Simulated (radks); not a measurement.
Q: Numerical settings for the zirconium ion Zr25+, [Ne] 3s2 3p3. All-electron calculation, Dirac Kohn-Sham, BLYP, spin-unpolarised, spherical densities, finite nucleus; open shells fill j = l - 1/2 first; Fermi nuclear charge, rms radius 4.2694 fm. Program: a radial shooting solver on a logarithmic mesh with Libxc functionals. The defaults (mesh step 0.008 in ln r, mesh end at 40 bohr or more with all orbitals vanishing there, Anderson mixing 0.5 over 9 steps, residual threshold near 1e-9 with the energy settled to 1e-9 hartree or 1e-11 of itself, here a cap of 71 iterations) give E = -3181.2610 hartree and 3p3/2 at -1236.8 eV in 15 iterations. Run on one thread of a shared host, so times are rough (Arm Neoverse V1): 0.06 s of CPU time, 0.06 s wall, 15 iterations on 2189 mesh points. One setting is changed at a time: mesh step in ln r 0.012; mesh step in ln r 0.02; mesh step in ln r 0.12; mesh end (bohr) 3; mesh end (bohr) 400; residual threshold 1e-16; residual threshold 1e-13; mixing 0.05; linear mixing, mixing 0.8; linear mixing, mixing 0.05; mixing history 2; iteration cap 3. Which runs fail to converge, and which converge to a wrong energy?

A: Not converged within the cap: mesh step in ln r 0.12; residual threshold 1e-16; residual threshold 1e-13; linear mixing, mixing 0.8; linear mixing, mixing 0.05; iteration cap 3. No run marked as converged misses the energy by more than 1 mhartree.
